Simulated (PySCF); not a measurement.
CH$_{4}$, charge +1, doublet, at a GFN2-xTB geometry (a state made from the parent by changing its charge; the spin is typed, not shown lowest). Base run: PBE/6-311G** (PySCF).

The PySCF input:
```python
from pyscf import gto, scf, dft

mol = gto.Mole()
mol.atom = '''
    C     0.000000    0.000000    0.000000
    H    -0.857034   -0.147942   -0.691797
    H     0.197880    1.080625   -0.167549
    H    -0.379640   -0.539416    0.894361
    H     1.038795   -0.393266   -0.035015
'''
mol.basis = '6-311g**'
mol.charge = 1
mol.spin = 1
mol.verbose = 4
mol.build()

mf = dft.UKS(mol)
mf.xc = 'pbe'
mf.kernel()
mo_i, mo_e, stable_i, stable_e = mf.stability(internal=True, external=False, return_status=True, nroots=6, tol=1e-6)
print('internally stable:', stable_i, ' externally stable:', stable_e)
if not stable_i:
    umf = mf.copy()
    umf.scf_summary = {}
    umf.kernel(umf.make_rdm1(mo_i, mf.mo_occ))
mf.analyze()
```

The bond that is stretched is that between atoms 5 and 1. A test that says stable can miss a lower solution.

Variants of this job, named by their change:

```
change       ΔE vs base (mEh)  <S^2>                      stability test says        outcome
-----------  ----------------  -----  ---------------------------------------  -------------
base                    0.000  0.751  internally stable (external not tested)      converged
bond × 1.25            17.603  0.753  internally stable (external not tested)      converged
bond × 1.5             46.990  0.761  internally stable (external not tested)      converged
bond × 1.8             70.823  0.766  internally stable (external not tested)      converged
bond × 2.2             87.453  0.755  internally stable (external not tested)      converged
bond × 3.0                  -      -                                        -  not converged
```

On stretching, the SCF can end on different states; <S^2> shows the spin contamination of each.
